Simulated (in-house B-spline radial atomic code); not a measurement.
Ag VII (Ag6+): [Ar] 3d10 4s2 (4p1/2)2 (4p3/2)3 4d6 (with a hole in an inner shell)

All numbers are computed (Dirac-Hartree-Fock, average of the jj configuration; Fermi nucleus of rms radius 4.5454 fm) with an all-electron radial atomic-structure program (B-spline basis), not measured.

Effective charges: Z_r = [3n² - l(l+1)]/(2<r>) from the radius, Z_e = n√(-2ε) from the energy, and Slater's rules. Values are occupation-weighted means over j. An effective charge above Z reflects the relativistic contraction of the inner shells.

```json
{"shell": "1s", "electrons": "2", "ε (eV)": "-25770", "<r> (bohr)": "0.0311", "Z_r": "48.23", "Z_e": "43.52", "Slater": "46.70"}
{"shell": "2s", "electrons": "2", "ε (eV)": "-3968.7", "<r> (bohr)": "0.1343", "Z_r": "44.67", "Z_e": "34.16", "Slater": "42.85"}
{"shell": "2p", "electrons": "6", "ε (eV)": "-3566.5", "<r> (bohr)": "0.1176", "Z_r": "42.53", "Z_e": "32.38", "Slater": "42.85"}
{"shell": "3s", "electrons": "2", "ε (eV)": "-848.37", "<r> (bohr)": "0.3659", "Z_r": "36.90", "Z_e": "23.69", "Slater": "35.75"}
{"shell": "3p", "electrons": "6", "ε (eV)": "-712.34", "<r> (bohr)": "0.3655", "Z_r": "34.20", "Z_e": "21.71", "Slater": "35.75"}
{"shell": "3d", "electrons": "10", "ε (eV)": "-497.24", "<r> (bohr)": "0.3443", "Z_r": "30.50", "Z_e": "18.14", "Slater": "25.85"}
{"shell": "4s", "electrons": "2", "ε (eV)": "-210.69", "<r> (bohr)": "0.8901", "Z_r": "26.96", "Z_e": "15.74", "Slater": "19.60"}
{"shell": "4p", "electrons": "5", "ε (eV)": "-168.95", "<r> (bohr)": "0.9526", "Z_r": "24.15", "Z_e": "14.10", "Slater": "19.60"}
{"shell": "4d", "electrons": "6", "ε (eV)": "-105.03", "<r> (bohr)": "1.117", "Z_r": "18.80", "Z_e": "11.11", "Slater": "10.25"}
```

The least bound orbital is 4d5/2 at -104.3 eV, and it is also the most diffuse (<r> = 1.122 bohr).

For the 1s electron the small component carries 2.96 % of the norm, the zero-frequency Breit interaction raises the level by 55.51 eV, self-energy by 31.03 eV, and vacuum polarisation lowers it by 3.894 eV.
